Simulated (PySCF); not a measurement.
# Ge (germanium, neutral): BHandHLYP calculation

Configuration: [Ar] 3d10 4s2 4p1 5s1, high-spin 3P determinant (an excited configuration). Computed with PySCF 2.14 in aug-cc-pwCVDZ-PP with ECP10MDF, with a scalar-relativistic core potential.

```json
{"Total energy": "-294.1991 hartree", "One-electron energy": "-519.4342 hartree", "Hartree (Coulomb) energy": "249.7857 hartree", "Exchange-correlation energy": "-24.5505 hartree", "⟨S²⟩": "2.0035", "⟨L²⟩": "2.015", "Sum of ⟨r⟩": "25.01 bohr", "Sum of ⟨r²⟩": "65.36 bohr²", "Traceless quadrupole moment −½Σ⟨3z² − r²⟩ along its main axis": "-2.63 e·bohr²"}
```

| shell | electrons | mean orbital energy (hartree) | spread (hartree) | rms radius, mean of both spins (bohr) |
| --- | --- | --- | --- | --- |
| 3s α | 1 | -6.87777 | 0 | 0.672 |
| 3s β | 1 | -6.87298 | 0 | 0.672 |
| 3p α | 3 | -4.91057 | 0.00638 | 0.704 |
| 3p β | 3 | -4.90596 | 0.01663 | 0.704 |
| 3d α | 5 | -1.51179 | 0.01052 | 0.814 |
| 3d β | 5 | -1.50788 | 0.01687 | 0.814 |
| 4s α | 1 | -0.65297 | 0 | 2.21 |
| 4s β | 1 | -0.60227 | 0 | 2.21 |
| 4p α | 1 | -0.32423 | 0 | 2.87 |
| 5s α | 1 | -0.08213 | 0 | 6.07 |

Energies and moments cover only the electrons outside the core potential. The outer electron is Rydberg-like, and this basis confines it to a smaller radius and binds it less than a complete one would.
